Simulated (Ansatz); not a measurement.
Stepwise reaction of `O[SiH](O)S` with hydrogen fluoride, as a gas-phase model of exchange steps in deposition or etching. ΔE in kJ/mol; ΔG adds harmonic PBE0-D4 terms to CCSD(T)/CBS, at 1 bar.

Calculated with Ansatz (gas phase, PBE0-D4/def2-TZVP geometries, no zero-point term in ΔE). CCSD(T)/CBS adds triple-zeta CCSD(T) − MP2 to the extrapolated MP2 energy (def2 sets, frozen cores). This one scheme is used for every species. Functionals use def2-TZVPP. B3LYP here is the variant with VWN-RPA as its local correlation; programs differ in this. One conformer a species, not always the lowest.

```tsv
step	reaction	PBE-D4	B3LYP-D4	ωB97M-V	CCSD(T)/CBS	ΔG(600 K)
1	`O[SiH](O)S` + H–F → `O[SiH](F)S` + H₂O	-43.2	-45.6	-45.4	-44.3	-42.9
2	`O[SiH](F)S` + H–F → `F[SiH](F)S` + H₂O	-33.5	-35.9	-35.8	-35.3	-38.7
```

Problem. By hand: ΔE of the 2 steps together at CCSD(T)/CBS.

Solution. (-44.3) + (-35.3) = -79.6 kJ/mol, or -39.8 kJ/mol a step.

In ΔE each step is higher than the one before. All are downhill at CCSD(T)/CBS. ΔG lies between -42.9 and -38.7 kJ/mol a step. PBE-D4 differs from CCSD(T)/CBS by 1.1 to 1.8 kJ/mol a step. Isolated molecules leave out the surface, adducts and barriers. Largest T1 diagnostic: 0.012.
